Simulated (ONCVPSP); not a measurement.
## Potentials for cobalt (Co) compared

Generated with ld1.x 7.5 (TM, RRKJ, ultrasoft, PAW), atompaw 4.2 or ONCVPSP 4.0.1. The cutoff is in Ry: for ld1.x and atompaw files where the sum of valence levels is converged to 10 mRy in a Bessel basis, for ONCV files where the hardest occupied wave has 1 mHa per electron of residual kinetic energy. The error is the largest all-electron minus pseudo excitation energy over each file’s own four to seven test configurations (ionisations up to +4, promotions, holes and added fractions of an electron), all of which were solved. The labels leave out finer settings (local radius, basis sizes, second energies), which also bear on the numbers. Spin-polarised tests are not counted. The rows are a selection from randomly drawn settings: files with unsolved tests, undetermined cutoffs or missed reference levels are left out.

```csv
potential,cutoff (Ry),largest error (meV),bound ghosts
"ONCV, LDA (Perdew-Wang 92), scalar-relativistic, rc 1.45/1.20/1.65 (spd), local smoothed, core correction yes, reference 3s2 3p6 3d7 4s2, qcut 9/11.7/11.5, projectors 2/3/2",89,+63,none
"ONCV, LDA (Perdew-Wang 92), scalar-relativistic, rc 1.50/0.95/1.80 (spd), local smoothed, core correction yes, reference 3s2 3p6 3d7 4s1, qcut 7.7/11.5/9.4, projectors 2/1/3",72,-721,none
"ONCV, PBEsol, scalar-relativistic, rc 1.40/0.90/1.65 (spd), local smoothed, core correction yes, reference 3s2 3p6 3d7 4s2, qcut 9.3/8.2/9.4, projectors 2/2/3",199,+42,none
"ONCV, PBE, scalar-relativistic, rc 1.50/1.20/1.50 (spd), local smoothed, core correction no, reference 3s2 3p6 3d7 4s2, qcut 7.3/13.2/10.4, projectors 2/2/2",87,+18,none
"ONCV, PW91, fully relativistic, rc 1.10/1.15/1.60 (spd), local smoothed, core correction yes, reference 3s2 3p6 3d7 4s2, qcut 10/14.6/11.3, projectors 2/2/2",90,-216,none
"ONCV, PBE, scalar-relativistic, rc 1.55/0.90/1.10 (spd), local smoothed, core correction yes, reference 3s2 3p6 3d7 4s2, qcut 6.1/10.5/16.7, projectors 2/3/3",183,-11,none
```

Q: Fill in the row for Co: ONCV, PBEsol, scalar-relativistic, rc 1.35/1.15/1.05 (spd), local smoothed, core correction no, reference 3s2 3p6 3d7 4s2, qcut 10.2/12.1/14.2, projectors 2/1/1.

A: cutoff 162 Ry, largest error +16 meV, bound ghosts: none.

Q: Fill in the row for Co: ONCV, PBE, scalar-relativistic, rc 1.25/0.95/1.00 (spd), local smoothed, core correction yes, reference 3s2 3p6 3d6, qcut 11.3/15.4/12.6, projectors 2/3/1.

A: cutoff 144 Ry, largest error +7.3 meV, bound ghosts: none.
